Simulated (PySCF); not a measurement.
# Spinor energies of Ge (germanium, neutral)

Start: [Ar] 3d10 4s1 4p3; 4s1/2 filled at m_j = +1/2; 4p3/2 filled at m_j = -1/2, +1/2, +3/2. Calculated with PySCF 2.14 in x2c-SVPall-2c with one added diffuse shell each of s, p, d type (6s7p4d, 47 functions): generalised Hartree-Fock with the X2C-1e Hamiltonian and a Gaussian nucleus; one run each with spin-orbit coupling (SO) switched off, then screened by Boettger's factors. This is a chosen level, not necessarily the ground level.

| spinor shell | electrons | ε, spin-free (eV) | ε, screened SO (eV) | weight of nominal j (screened SO) | rms radius, screened SO (bohr) |
| --- | --- | --- | --- | --- | --- |
| 1s1/2 | 2 | -11175.8 | -11175.7 | 1.000 | 0.0542 |
| 2s1/2 | 2 | -1454.0 | -1454.0 | 1.000 | 0.227 |
| 2p1/2 | 2 | -1266.4 | -1288.3 | 1.000 | 0.201 |
| 2p3/2 | 4 | -1266.4 | -1255.8 | 1.000 | 0.204 |
| 3s1/2 | 2 | -202.38 | -202.37 | 1.000 | 0.669 |
| 3p1/2 | 2 | -142.86 | -145.99 | 0.996 | 0.694 |
| 3p3/2 | 4 | -142.86 | -141.33 | 0.998 | 0.704 |
| 3d3/2 | 4 | -44.638 | -45.054 | 0.951 | 0.817 |
| 3d5/2 | 6 | -44.638 | -44.357 | 0.968 | 0.815 |
| 4s1/2 | 1 | -20.484 | -20.481 | 1.000 | 2.32 |
| 4p3/2 | 3 | -9.319 | -9.319 | 0.656 | 2.93 |

```
   quantity    spin-free  screened SO
E (hartree)  -2096.55920  -2096.62057
        M_J            2            2
       ⟨J²⟩        6.003        6.003
       ⟨L²⟩        0.000        0.003
       ⟨S²⟩        6.003        6.001
```

Each row is a mean over spinors that exchange with the open shell spreads, by up to 0.802 eV (3s1/2).

Rows whose weight is well below 1 are mixtures of j = l ± 1/2: exchange outweighs spin-orbit coupling there, and the label is only the starting occupation.

Without spin-orbit coupling the j labels of p, d and f shells carry no meaning; the spin-free column gives the mean over the occupied spinors of each nl shell.
